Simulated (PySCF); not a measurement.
# Mg (magnesium, neutral): UHF calculation

Configuration: [Ne] 3s2, closed-shell 1S. Computed with PySCF 2.14 in dyall-av3z, with scalar relativity by spin-free X2C-1e.

```
Total energy                        : -199.921715 hartree
One-electron energy                 : -279.8610 hartree
Hartree (Coulomb) energy            : 95.9742 hartree
Exchange energy                     : -16.0348 hartree
⟨S²⟩                                : 0.0000
⟨L²⟩                                : 0.000
Sum of ⟨r⟩                          : 12.24 bohr
Sum of ⟨r²⟩                         : 29.54 bohr²
Langevin diamagnetic susceptibility : -23.4 ×10⁻⁶ cm³/mol
```

```csv
shell,electrons,mean orbital energy (eV),"rms radius, mean of both spins (bohr)"
1s,2,-1336.5,0.151
2s,2,-102.85,0.754
2p,6,-62.056,0.773
3s,2,-6.896,3.52
```

Spin-orbit constants ζ (cm⁻¹) from the X2C one-electron operator on these orbitals: bare nucleus, nucleus screened by l(l+1)(2l+1)/3 electrons, and screened by the Breit-Pauli mean field of the electrons.

```json
{"shell": "2p", "bare": "1747", "screened nucleus": "1456", "mean field": "1325"}
```
